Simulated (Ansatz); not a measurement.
Ansatz (a first-principles code) input (B3LYP-D3(BJ)/def2-TZVP):

Ansatz 0.2 input:
```yaml
crystal:
  periodic: [false, false, false]
  atoms:
    - {symbol: Cu, position_ang: [0.42777108, 0.09709200, -0.58367404]}
    - {symbol: H, position_ang: [-0.39033951, -0.14823116, 0.62258230]}
basis:
  gaussian:
    orbitals: def2-TZVP
hamiltonian:
  xc: b3lyp
  dispersion: d3bj
total_charge: 1
magnetization: {spin_polarized: true, initial_magnetization: 1}
relax: {f_tol: 0.002, max_steps: 150}
```

End of the output:

```
the calculation of the forces begins
reference -44648.19330078 eV, -1640.7908401714 hartree; 15, 14 occupied and 36, 37 virtual orbitals, 539 factors
relax step   2: F+E_penalty+E_count = -44648.21023838 eV  Δ(F+E_penalty+E_count) = -3.256e-3 eV  max|allowed force component| = 1.477e-1 eV/Å  Δτ_max = 0.0065 Å  (32 SCF iters, accepted)
these checks for a lower state are left out or cut short: starts, cluster_reference, orbital_swaps, neighbouring_geometries, increment
integrals: 0.01 GiB planned
539 factors; integrals over basis functions are off by at most 4.6e-4 eV
mean field: 0.17 GiB planned
mean field evaluation 32: about -44648.1947 eV, gradient 9.8e-6 eV
mean field -44648.19467909 eV, -1640.7908908232 hartree, gradient 9.8e-6 eV, S^2 0.755344; 0 other end points of the search recorded, 0 dependent functions left out
the calculation of the forces begins
reference -44648.19484584 eV, -1640.7908969512 hartree; 15, 14 occupied and 36, 37 virtual orbitals, 539 factors
relax step   3: F+E_penalty+E_count = -44648.21180934 eV  Δ(F+E_penalty+E_count) = -1.571e-3 eV  max|allowed force component| = 8.451e-3 eV/Å  Δτ_max = 0.0083 Å  (32 SCF iters, accepted)
these checks for a lower state are left out or cut short: starts, cluster_reference, orbital_swaps, neighbouring_geometries, increment
integrals: 0.01 GiB planned
539 factors; integrals over basis functions are off by at most 4.6e-4 eV
mean field: 0.17 GiB planned
mean field -44648.19468242 eV, -1640.7908909457 hartree, gradient 3.7e-5 eV, S^2 0.755375; 0 other end points of the search recorded, 0 dependent functions left out
the calculation of the forces begins
reference -44648.19484921 eV, -1640.7908970752 hartree; 15, 14 occupied and 36, 37 virtual orbitals, 539 factors
relax step   4: F+E_penalty+E_count = -44648.21181481 eV  Δ(F+E_penalty+E_count) = -5.474e-6 eV  max|allowed force component| = 7.968e-4 eV/Å  Δτ_max = 0.0006 Å  (26 SCF iters, accepted)
integrals: 0.01 GiB planned
539 factors; integrals over basis functions are off by at most 4.6e-4 eV
mean field: 0.17 GiB planned
mean field -44648.19468242 eV, -1640.7908909457 hartree, gradient 3.7e-5 eV, S^2 0.755375; 1 other end points of the search recorded, 0 dependent functions left out
the calculation of the forces begins
reference -44648.19484921 eV, -1640.7908970752 hartree; 15, 14 occupied and 36, 37 virtual orbitals, 539 factors
Total energy: -44648.21198160 eV, -1640.7915266788 hartree
Atom 0 at     0.436281     0.099644    -0.596221 Å, force    -0.000540    -0.000162     0.000797 eV/Å
Atom 1 at    -0.398849    -0.150783     0.635129 Å, force     0.000540     0.000162    -0.000797 eV/Å
Dipole moment:     0.083752     0.025114    -0.123488 e Å
```

The spin state was set by rule; other spins were not relaxed.
